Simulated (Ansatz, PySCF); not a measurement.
Energy difference R1 + R2 → P1 + P2, each structure at its B3LYP-D3(BJ)/def2-TZVP stationary point, reached from a drawn start (curvature not checked).
R1, O3 (SMILES O=[O+][O-]) (charge 0, multiplicity 1):
```xyz
3

O      0.0000     0.0000    -0.4286
O      1.0761     0.0000     0.2143
O     -1.0761     0.0000     0.2143
```
P1: O2 (SMILES O=O), charge 0, multiplicity 3.
P2: O4Ru (SMILES [O]=[Ru](=[O])(=[O])=[O]), charge 0, multiplicity 1.
R2, O3Ru (SMILES [O]=[Ru](=[O])=[O]) (charge 0, multiplicity 1):
```tsv
atom	x (Å)	y (Å)	z (Å)
Ru	0.0000	0.0000	0.0000
O	1.6743	0.0000	0.0000
O	-0.8371	1.4499	0.0000
O	-0.8371	-1.4499	0.0000
```

P less R. No zero-point or thermal terms; singlets are restricted closed shells; open shells are unrestricted; no spin–orbit coupling. The spin states of the d-block species are the ones drawn and need not be the lowest.

Correlated levels freeze the cores.

Codes used: Ansatz (Gaussian orbitals); PySCF for the D3/D4 terms. No computed number here is a measurement. Elements past Kr take the def2 small-core potentials, without spin–orbit coupling.

PBE/def2-TZVPP gives -3.424 eV for the reaction energy.

How do the other levels lie against it? Give each less PBE: PBE-D3(BJ)/def2-TZVPP, r2SCAN/def2-TZVPP, PBE0/def2-TZVPP, wB97M-V/def2-TZVPP, B2PLYP/def2-TZVPP, MP2/def2-QZVPP, CCSD(T)/def2-QZVPP.

PBE-D3(BJ)/def2-TZVPP -0.025; r2SCAN/def2-TZVPP -0.456; PBE0/def2-TZVPP 0.130; wB97M-V/def2-TZVPP 0.651; B2PLYP/def2-TZVPP -0.382; MP2/def2-QZVPP -1.365; CCSD(T)/def2-QZVPP 0.378 eV. 3 of 7 lie above PBE; the widest gap is to MP2/def2-QZVPP.

Ansatz is a quantum-chemistry and plane-wave program.
